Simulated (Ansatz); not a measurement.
Two isomers of C2H4F2OSi: A = `C[Si](F)(F)C=O`, B = `O=CC(F)(F)[SiH3]`.

Computed with Ansatz on PBE0-D4/def2-TZVP structures; ΔE is electronic, products minus reactants. CCSD(T)/CBS is the MP2 limit (def2-TZVPP, def2-QZVPP) plus CCSD(T) − MP2 in def2-TZVPP, frozen cores. DFT in def2-TZVPP. One conformer a species, not always the lowest.

A:

```xyz
10

C     1.0770   -0.6509   -0.7159
Si   -0.6012   -0.3110   -0.0614
F    -1.6547   -0.1138   -1.2373
F    -1.1374   -1.5215    0.8209
C    -0.6696    1.2597    1.0299
O     0.3324    1.9072    1.2173
H     1.4242    0.1871   -1.3239
H     1.7840   -0.7881    0.1050
H     1.0745   -1.5534   -1.3311
H    -1.6291    1.5848    1.4965
```

B:

Z-matrix (Å, degrees):
```
C
C 1 1.521
F 1 1.357 2 109.8
F 1 1.370 2 107.7 3 117.0
Si 1 1.937 2 113.0 3 -122.3
O 2 1.194 1 122.9 3 38.0
H 2 1.110 1 113.8 3 -144.5
H 5 1.483 1 107.7 2 -54.6
H 5 1.480 1 107.9 2 65.2
H 5 1.480 1 106.6 2 -174.1
```

Question: Which is lower in electronic energy at CCSD(T)/CBS, and by how much? (An estimate is asked.)

Answer: Ansatz gave: A, by 114.3 kcal/mol.

Question: Give E(B) − E(A) in kcal/mol with r2SCAN-D4, CCSD(T)/def2-TZVPP, PBE-D4, ωB97M-V, MP2/def2-TZVPP, CCSD/def2-TZVPP, HF/def2-TZVPP. (An estimate is asked.)

Answer: The calculation gave: r2SCAN-D4 109.8, CCSD(T)/def2-TZVPP 111.8, PBE-D4 104.4, ωB97M-V 110.6, MP2/def2-TZVPP 116.6, CCSD/def2-TZVPP 112.8, HF/def2-TZVPP 112.7. None reverses the order clearly.

Largest T1 diagnostic: 0.014.

From PBE to PBE0 (25 % exact exchange), in def2-TZVPP and without D4, E(B) − E(A) moves by +3.4 kcal/mol.
